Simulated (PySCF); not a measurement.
boric acid (H₃BO₃), singlet, at a GFN2-xTB geometry. Base run: CCSD/STO-3G run with PySCF.

The PySCF input:
```python
from pyscf import gto, scf, cc

mol = gto.M(
    atom='''
O    -1.14257544   -0.76938954   -0.03182750
B    -0.00770897   -0.03931797   -0.00346985
O    -0.11414081    1.32224772    0.13027114
O     1.17041255   -0.70476858   -0.10979414
H    -1.93446708   -0.23864193    0.04760011
H     0.69661442    1.82756308    0.14897985
H     1.96682712   -0.17704808   -0.08842676
''',
    basis='sto-3g',
    verbose=5,
)

mf = scf.RHF(mol)
mf.kernel()

mycc = cc.CCSD(mf)
mycc.kernel()
print('E(CCSD) = %.10f' % mycc.e_tot)
```

Each row names what was changed in the base input (with any setting that the change needs).

```tsv
change	ΔE vs base (kcal/mol)	MP2 correlation (Eh)	CC correlation without the perturbative part (Eh)	basis functions
base	0.000	-0.14892	-0.17880	23
method = cisd	…	-	-	23
method = ccsd(t)	…	-0.14892	-0.17880	23
cc.direct = True	0.000	-0.14892	-0.17880	23
frozen = 4	0.514	-0.14801	-0.17798	23
cc.iterative_damping = 0.8	0.000	-0.14892	-0.17880	23
method = mp2	…	-0.14892	-	23
cc.level_shift = 0.2	0.000	-0.14892	-0.17880	23
cc.conv_tol = 1e-9	0.000	-0.14892	-0.17880	23
cc.diis_space = 10	0.000	-0.14892	-0.17880	23
```

Q: What belongs in the gaps?

A: 
- method = cisd, ΔE vs base (kcal/mol): 6.61
- method = ccsd(t), ΔE vs base (kcal/mol): -3.78
- method = mp2, ΔE vs base (kcal/mol): 18.75
